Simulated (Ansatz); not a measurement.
Steps of a relaxation of F3GeH3Si, SMILES `[F][Ge]([F])([F])[SiH3]` with RKS PBE0-D4/def2-TZVP.

```sh
$ ansatz run in.yaml --threads 4 --pin off --events-out ev --progress --plain --max-ram 10444MiB
```

```yaml
crystal:
  periodic: [false, false, false]
  atoms:
    - {symbol: F, position_ang: [1.412359, -1.077568, 1.632227]}
    - {symbol: Ge, position_ang: [0.458640, -0.995741, 0.173035]}
    - {symbol: F, position_ang: [-0.717776, -2.275466, 0.327619]}
    - {symbol: F, position_ang: [1.531842, -1.516257, -1.101063]}
    - {symbol: Si, position_ang: [-0.513409, 1.151826, -0.216569]}
    - {symbol: H, position_ang: [-1.400084, 1.463017, 0.950930]}
    - {symbol: H, position_ang: [0.614392, 2.132344, -0.329363]}
    - {symbol: H, position_ang: [-1.294064, 1.060645, -1.492715]}
basis:
  gaussian: {orbitals: def2-TZVP}
hamiltonian: {xc: pbe0, dispersion: d4}
relax: {f_tol: 0.005, max_steps: 150}
```

Positions (Å) and forces (eV/Å) along the path, 6 of 6 steps:

```xyz
8
step=1 energy=-72584.5232 eV
F     1.412   -1.078    1.632   -0.414    0.008   -0.651
Ge    0.459   -0.996    0.173    0.294   -0.663    0.121
F    -0.718   -2.275    0.328    0.542    0.543   -0.065
F     1.532   -1.516   -1.101   -0.471    0.206    0.580
Si   -0.513    1.152   -0.217   -0.102    0.241   -0.050
H    -1.400    1.463    0.951    0.206   -0.097   -0.248
H     0.614    2.132   -0.329   -0.236   -0.234    0.029
H    -1.294    1.061   -1.493    0.181   -0.004    0.283
8
step=2 energy=-72584.5575 eV
F     1.400   -1.073    1.616   -0.191    0.018   -0.286
Ge    0.450   -0.984    0.172    0.187   -0.393    0.067
F    -0.706   -2.263    0.327    0.231    0.263   -0.031
F     1.517   -1.506   -1.088   -0.211    0.100    0.249
Si   -0.513    1.155   -0.218   -0.025    0.034   -0.003
H    -1.386    1.446    0.946    0.042    0.001   -0.072
H     0.612    2.117   -0.327   -0.070   -0.044    0.005
H    -1.283    1.050   -1.483    0.037    0.022    0.071
8
step=3 energy=-72584.5638 eV
F     1.398   -1.078    1.607    0.012    0.007    0.006
Ge    0.461   -0.987    0.169   -0.023    0.000    0.006
F    -0.700   -2.245    0.323   -0.015   -0.028    0.001
F     1.519   -1.519   -1.077   -0.002    0.015   -0.001
Si   -0.514    1.149   -0.216    0.024    0.007   -0.011
H    -1.388    1.452    0.938   -0.004   -0.014    0.023
H     0.601    2.115   -0.326    0.015    0.023   -0.004
H    -1.285    1.057   -1.475   -0.007   -0.010   -0.020
8
step=4 energy=-72584.5638 eV rejected
F     1.398   -1.077    1.608    0.014   -0.005    0.008
Ge    0.461   -0.990    0.170   -0.054    0.079   -0.009
F    -0.701   -2.247    0.324   -0.008   -0.032    0.002
F     1.519   -1.517   -1.079    0.004    0.002    0.000
Si   -0.515    1.153   -0.217    0.054   -0.074    0.006
H    -1.388    1.450    0.940   -0.009   -0.001    0.018
H     0.603    2.115   -0.326    0.009    0.028   -0.005
H    -1.285    1.056   -1.476   -0.010    0.002   -0.019
8
step=5 energy=-72584.5640 eV
F     1.398   -1.078    1.607    0.003    0.005    0.000
Ge    0.460   -0.988    0.169   -0.015   -0.004    0.006
F    -0.700   -2.247    0.324   -0.005   -0.016    0.001
F     1.519   -1.518   -1.077   -0.005    0.013    0.002
Si   -0.513    1.150   -0.216    0.010    0.006   -0.006
H    -1.388    1.450    0.939    0.003   -0.012    0.009
H     0.602    2.116   -0.326    0.009    0.015   -0.003
H    -1.285    1.057   -1.476    0.000   -0.006   -0.009
8
step=6 energy=-72584.5642 eV
F     1.396   -1.075    1.608    0.000   -0.001    0.000
Ge    0.455   -0.989    0.171   -0.001    0.001    0.000
F    -0.699   -2.254    0.325    0.001   -0.002    0.000
F     1.514   -1.511   -1.079    0.000   -0.001    0.000
Si   -0.512    1.151   -0.217    0.000    0.002    0.000
H    -1.385    1.448    0.940    0.000    0.000    0.000
H     0.604    2.117   -0.327    0.000    0.000    0.000
H    -1.282    1.055   -1.478    0.000    0.000    0.000
```

Run time 22 s (4 threads of an Arm Neoverse V1 on a shared host); peak host memory 0.58 GiB.
